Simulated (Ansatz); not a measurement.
Ansatz (a quantum-chemistry and plane-wave program) input (B3LYP-D3(BJ)/def2-TZVP):

Ansatz 0.2 input:
```yaml
crystal:
  periodic: [false, false, false]
  atoms:
    - {symbol: C, position_ang: [-1.58885603, 0.18632796, 0.42132692]}
    - {symbol: C, position_ang: [-1.19029156, -1.06587965, -0.37689362]}
    - {symbol: C, position_ang: [0.33969516, -1.17868161, -0.19982565]}
    - {symbol: C, position_ang: [0.76192652, 0.21559960, 0.15646340]}
    - {symbol: C, position_ang: [-0.40705398, 1.14416582, 0.20776075]}
    - {symbol: N, position_ang: [2.03489159, 0.68314404, -0.17994448]}
    - {symbol: H, position_ang: [-1.67611812, -0.05806292, 1.48305856]}
    - {symbol: H, position_ang: [-2.54256596, 0.60618139, 0.09919303]}
    - {symbol: H, position_ang: [-1.72524699, -1.96109145, -0.05760778]}
    - {symbol: H, position_ang: [-1.42091390, -0.90860541, -1.43351755]}
    - {symbol: H, position_ang: [0.82866055, -1.53863764, -1.11478316]}
    - {symbol: H, position_ang: [0.59521639, -1.90190222, 0.58705199]}
    - {symbol: H, position_ang: [-0.32852723, 1.90316199, 0.99395228]}
    - {symbol: H, position_ang: [-0.52676504, 1.69322723, -0.74302386]}
    - {symbol: H, position_ang: [2.28279902, 1.56582394, 0.24570709]}
    - {symbol: H, position_ang: [2.77669928, 0.00870390, -0.05340987]}
basis:
  gaussian:
    orbitals: def2-TZVP
hamiltonian:
  xc: b3lyp
  dispersion: d3bj
magnetization: {spin_polarized: true, initial_magnetization: 1}
phonons: {temperatures: {t_min: 298.15, t_max: 298.15, t_step: 100}}
```

Output:

```
Functional definition: B3LYP
integrals: 0.18 GiB planned
1495 factors; their error is unknown
0.35 GiB of the device are held for the grids
1.45 GiB of device memory are held for the factors and their scratch space
mean field: 1.74 GiB planned
mean field evaluation 1: about -6823.8992 eV, gradient 5.9e1 eV
mean field evaluation 2: about -6805.2139 eV, gradient 8.5e1 eV
mean field evaluation 4: about -6839.6295 eV, gradient 4.7e0 eV
mean field evaluation 8: about -6839.7259 eV, gradient 1.1e-1 eV
mean field evaluation 16: about -6839.6874 eV, gradient 7.3e-4 eV
mean field -6839.68744051 eV, -251.3538773321 hartree, gradient 6.5e-5 eV, S^2 0.753815; 0 other end points of the search recorded, 0 dependent functions left out
the calculation of the forces begins
reference -6839.68774575 eV, -251.3538885494 hartree; 24, 23 occupied and 222, 223 virtual orbitals, 1495 factors
these checks for a lower state are left out or cut short: stability, starts, cluster_reference, orbital_swaps, neighbouring_geometries, increment
integrals: 0.18 GiB planned
1495 factors; their error is unknown
0.35 GiB of the device are held for the grids
1.45 GiB of device memory are held for the factors and their scratch space
mean field: 1.74 GiB planned
mean field -6839.68723098 eV, -251.3538696321 hartree, gradient 2.9e-6 eV, S^2 0.753816; 0 other end points of the search recorded, 0 dependent functions left out
the calculation of the forces begins
reference -6839.68753630 eV, -251.3538808523 hartree; 24, 23 occupied and 222, 223 virtual orbitals, 1495 factors
these checks for a lower state are left out or cut short: stability, starts, cluster_reference, orbital_swaps, neighbouring_geometries, increment
integrals: 0.18 GiB planned
1495 factors; their error is unknown
0.35 GiB of the device are held for the grids
1.45 GiB of device memory are held for the factors and their scratch space
mean field: 1.75 GiB planned
mean field evaluation 32: about -6839.6873 eV, gradient 2.4e-6 eV
mean field -6839.68730608 eV, -251.3538723918 hartree, gradient 2.9e-6 eV, S^2 0.753815; 0 other end points of the search recorded, 0 dependent functions left out
the calculation of the forces begins
reference -6839.68761124 eV, -251.3538836062 hartree; 24, 23 occupied and 222, 223 virtual orbitals, 1495 factors
these checks for a lower state are left out or cut short: stability, starts, cluster_reference, orbital_swaps, neighbouring_geometries, increment
integrals: 0.18 GiB planned
1495 factors; their error is unknown
0.35 GiB of the device are held for the grids
1.45 GiB of device memory are held for the factors and their scratch space
mean field: 1.74 GiB planned
mean field -6839.68732421 eV, -251.3538730581 hartree, gradient 2.9e-6 eV, S^2 0.753816; 0 other end points of the search recorded, 0 dependent functions left out
the calculation of the forces begins
reference -6839.68762943 eV, -251.3538842748 hartree; 24, 23 occupied and 222, 223 virtual orbitals, 1495 factors
these checks for a lower state are left out or cut short: stability, starts, cluster_reference, orbital_swaps, neighbouring_geometries, increment
integrals: 0.18 GiB planned
1495 factors; their error is unknown
0.35 GiB of the device are held for the grids
1.45 GiB of device memory are held for the factors and their scratch space
mean field: 1.74 GiB planned
mean field -6839.68729936 eV, -251.3538721449 hartree, gradient 2.9e-6 eV, S^2 0.753815; 0 other end points of the search recorded, 0 dependent functions left out
[...]
the calculation of the forces begins
reference -6839.68768511 eV, -251.3538863209 hartree; 24, 23 occupied and 222, 223 virtual orbitals, 1495 factors
these checks for a lower state are left out or cut short: stability, starts, cluster_reference, orbital_swaps, neighbouring_geometries, increment
integrals: 0.18 GiB planned
1495 factors; their error is unknown
0.35 GiB of the device are held for the grids
1.45 GiB of device memory are held for the factors and their scratch space
mean field: 1.74 GiB planned
mean field -6839.68734914 eV, -251.3538739741 hartree, gradient 3.0e-6 eV, S^2 0.753816; 0 other end points of the search recorded, 0 dependent functions left out
the calculation of the forces begins
reference -6839.68765436 eV, -251.3538851908 hartree; 24, 23 occupied and 222, 223 virtual orbitals, 1495 factors
these checks for a lower state are left out or cut short: stability, starts, cluster_reference, orbital_swaps, neighbouring_geometries, increment
integrals: 0.18 GiB planned
1495 factors; their error is unknown
0.35 GiB of the device are held for the grids
1.45 GiB of device memory are held for the factors and their scratch space
mean field: 1.75 GiB planned
mean field -6839.68731345 eV, -251.3538726628 hartree, gradient 2.9e-6 eV, S^2 0.753815; 0 other end points of the search recorded, 0 dependent functions left out
the calculation of the forces begins
reference -6839.68761871 eV, -251.3538838808 hartree; 24, 23 occupied and 222, 223 virtual orbitals, 1495 factors
these checks for a lower state are left out or cut short: stability, starts, cluster_reference, orbital_swaps, neighbouring_geometries, increment
integrals: 0.18 GiB planned
1495 factors; their error is unknown
0.36 GiB of the device are held for the grids
1.45 GiB of device memory are held for the factors and their scratch space
mean field: 1.74 GiB planned
mean field evaluation 640: about -6839.6874 eV, gradient 8.0e-3 eV
mean field -6839.68741754 eV, -251.3538764880 hartree, gradient 3.0e-6 eV, S^2 0.753816; 0 other end points of the search recorded, 0 dependent functions left out
the calculation of the forces begins
reference -6839.68772273 eV, -251.3538877036 hartree; 24, 23 occupied and 222, 223 virtual orbitals, 1495 factors
these checks for a lower state are left out or cut short: stability, starts, cluster_reference, orbital_swaps, neighbouring_geometries, increment
integrals: 0.18 GiB planned
1495 factors; their error is unknown
0.35 GiB of the device are held for the grids
1.45 GiB of device memory are held for the factors and their scratch space
mean field: 1.74 GiB planned
mean field -6839.68741235 eV, -251.3538762972 hartree, gradient 2.9e-6 eV, S^2 0.753815; 0 other end points of the search recorded, 0 dependent functions left out
the calculation of the forces begins
reference -6839.68771763 eV, -251.3538875161 hartree; 24, 23 occupied and 222, 223 virtual orbitals, 1495 factors
these checks for a lower state are left out or cut short: stability, starts, cluster_reference, orbital_swaps, neighbouring_geometries, increment
integrals: 0.18 GiB planned
1495 factors; their error is unknown
0.35 GiB of the device are held for the grids
1.45 GiB of device memory are held for the factors and their scratch space
mean field: 1.74 GiB planned
mean field -6839.68739599 eV, -251.3538756958 hartree, gradient 3.0e-6 eV, S^2 0.753816; 0 other end points of the search recorded, 0 dependent functions left out
the calculation of the forces begins
reference -6839.68770122 eV, -251.3538869129 hartree; 24, 23 occupied and 222, 223 virtual orbitals, 1495 factors
these checks for a lower state are left out or cut short: stability, starts, cluster_reference, orbital_swaps, neighbouring_geometries, increment
integrals: 0.18 GiB planned
1495 factors; their error is unknown
0.35 GiB of the device are held for the grids
1.45 GiB of device memory are held for the factors and their scratch space
mean field: 1.75 GiB planned
mean field -6839.68732003 eV, -251.3538729046 hartree, gradient 2.9e-6 eV, S^2 0.753815; 0 other end points of the search recorded, 0 dependent functions left out
the calculation of the forces begins
reference -6839.68762527 eV, -251.3538841221 hartree; 24, 23 occupied and 222, 223 virtual orbitals, 1495 factors
these checks for a lower state are left out or cut short: stability, starts, cluster_reference, orbital_swaps, neighbouring_geometries, increment
integrals: 0.18 GiB planned
1495 factors; their error is unknown
0.35 GiB of the device are held for the grids
1.45 GiB of device memory are held for the factors and their scratch space
mean field: 1.75 GiB planned
mean field -6839.68737269 eV, -251.3538748399 hartree, gradient 2.9e-6 eV, S^2 0.753815; 0 other end points of the search recorded, 0 dependent functions left out
the calculation of the forces begins
reference -6839.68767797 eV, -251.3538860586 hartree; 24, 23 occupied and 222, 223 virtual orbitals, 1495 factors
these checks for a lower state are left out or cut short: stability, starts, cluster_reference, orbital_swaps, neighbouring_geometries, increment
integrals: 0.18 GiB planned
1495 factors; their error is unknown
0.35 GiB of the device are held for the grids
1.45 GiB of device memory are held for the factors and their scratch space
mean field: 1.75 GiB planned
mean field evaluation 672: about -6839.7201 eV, gradient 5.8e-4 eV
mean field -6839.68736258 eV, -251.3538744681 hartree, gradient 3.0e-6 eV, S^2 0.753816; 0 other end points of the search recorded, 0 dependent functions left out
the calculation of the forces begins
reference -6839.68766778 eV, -251.3538856841 hartree; 24, 23 occupied and 222, 223 virtual orbitals, 1495 factors
these checks for a lower state are left out or cut short: stability, starts, cluster_reference, orbital_swaps, neighbouring_geometries, increment
integrals: 0.18 GiB planned
1495 factors; their error is unknown
0.35 GiB of the device are held for the grids
1.45 GiB of device memory are held for the factors and their scratch space
mean field: 1.75 GiB planned
mean field -6839.68743469 eV, -251.3538771181 hartree, gradient 3.0e-6 eV, S^2 0.753815; 0 other end points of the search recorded, 0 dependent functions left out
the calculation of the forces begins
reference -6839.68773992 eV, -251.3538883352 hartree; 24, 23 occupied and 222, 223 virtual orbitals, 1495 factors
these checks for a lower state are left out or cut short: stability, starts, cluster_reference, orbital_swaps, neighbouring_geometries, increment
integrals: 0.18 GiB planned
1495 factors; their error is unknown
0.35 GiB of the device are held for the grids
1.45 GiB of device memory are held for the factors and their scratch space
mean field: 1.74 GiB planned
mean field -6839.68743481 eV, -251.3538771226 hartree, gradient 2.9e-6 eV, S^2 0.753816; 0 other end points of the search recorded, 0 dependent functions left out
the calculation of the forces begins
reference -6839.68774005 eV, -251.3538883401 hartree; 24, 23 occupied and 222, 223 virtual orbitals, 1495 factors
Total energy: -6840.28945264 eV, -251.3760008700 hartree
Atom 0 at    -1.588856     0.186328     0.421327 Å, force     0.000033     0.000154    -0.000057 eV/Å
Atom 1 at    -1.190292    -1.065880    -0.376894 Å, force    -0.000267     0.000037    -0.000113 eV/Å
Atom 2 at     0.339695    -1.178682    -0.199826 Å, force    -0.000042     0.000096     0.000232 eV/Å
Atom 3 at     0.761927     0.215600     0.156463 Å, force     0.000271    -0.000125    -0.000190 eV/Å
Atom 4 at    -0.407054     1.144166     0.207761 Å, force    -0.000383    -0.000110     0.000428 eV/Å
Atom 5 at     2.034892     0.683144    -0.179944 Å, force    -0.000017     0.000166     0.000087 eV/Å
Atom 6 at    -1.676118    -0.058063     1.483059 Å, force     0.000066     0.000053    -0.000045 eV/Å
Atom 7 at    -2.542566     0.606181     0.099193 Å, force     0.000018    -0.000086    -0.000025 eV/Å
Atom 8 at    -1.725247    -1.961091    -0.057608 Å, force    -0.000033     0.000005     0.000057 eV/Å
Atom 9 at    -1.420914    -0.908605    -1.433518 Å, force     0.000082    -0.000086    -0.000038 eV/Å
Atom 10 at     0.828661    -1.538638    -1.114783 Å, force     0.000003     0.000159    -0.000114 eV/Å
Atom 11 at     0.595216    -1.901902     0.587052 Å, force    -0.000033    -0.000023     0.000022 eV/Å
Atom 12 at    -0.328527     1.903162     0.993952 Å, force     0.000050    -0.000088    -0.000116 eV/Å
Atom 13 at    -0.526765     1.693227    -0.743024 Å, force     0.000063    -0.000162    -0.000067 eV/Å
Atom 14 at     2.282799     1.565824     0.245707 Å, force     0.000203     0.000036    -0.000033 eV/Å
Atom 15 at     2.776699     0.008704    -0.053410 Å, force    -0.000013    -0.000024    -0.000027 eV/Å
Dipole moment:     0.167095     0.023911     0.122776 e Å
Vibrations: 95.50 225.50 269.30 289.33 364.55 555.28 576.95 710.75 777.81 844.12 865.73 899.08 917.22 956.50 1026.57 1037.30 1050.57 1120.71 1166.38 1225.36 1244.48 1286.37 1297.67 1318.46 1339.53 1380.74 1416.57 1484.34 1485.34 1493.66 1512.44 1645.85 2897.32 2954.36 2974.15 3005.58 3036.23 3039.85 3079.40 3088.36 3506.30 3601.90 cm⁻¹, zero-point energy 3.909434 eV
```

It need not be the lowest isomer of its formula.
